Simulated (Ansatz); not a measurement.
`F[CH](Cl)[GaH][Cl]` and `C=CC(F)Cl` differ in one atom or group.

Ansatz, PBE0-D4/def2-TZVP geometries, multiplicity 1. Each molecule was computed in one conformer, which needn't be the lowest.

Scalar relativity is left out up to krypton.

```
                                      property  `F[CH](Cl)[GaH][Cl]`
           LUMO energy (B3LYP/def2-TZVPP) / eV                 -1.95
         LUMO energy (ωB97M-V/def2-TZVPP) / eV                  0.05
            LUMO energy (PBE0/def2-TZVPP) / eV                 -1.69
            HOMO energy (PBE0/def2-TZVPP) / eV                 -8.09
size of the dipole moment (PBE/def2-TZVPP) / D                  2.57
             HOMO energy (PBE/def2-TZVPP) / eV                 -6.75
```

What does the change do to each property? (Estimate.)

The calculation gave: 
```
                                      property  `C=CC(F)Cl`  shift
           LUMO energy (B3LYP/def2-TZVPP) / eV        -0.90   1.05
         LUMO energy (ωB97M-V/def2-TZVPP) / eV         1.49   1.44
            LUMO energy (PBE0/def2-TZVPP) / eV        -0.66   1.03
            HOMO energy (PBE0/def2-TZVPP) / eV        -8.20  -0.11
size of the dipole moment (PBE/def2-TZVPP) / D         1.90  -0.67
             HOMO energy (PBE/def2-TZVPP) / eV        -7.03  -0.28
```

With PBE0 the HOMO falls by 0.11 eV and the LUMO rises by 1.03 eV, so the gap widens by about 1.14 eV. PBE moves the HOMO by -0.28 eV and ωB97M-V by -0.16 eV. The zero-point energy changes by 94.1 kJ/mol with +6 modes. Dipoles are sizes alone; their direction can turn.

Positive LUMOs are unbound, so they and the gaps depend on the basis.

B3LYP here is the variant with VWN-RPA as its local correlation; programs differ in this.
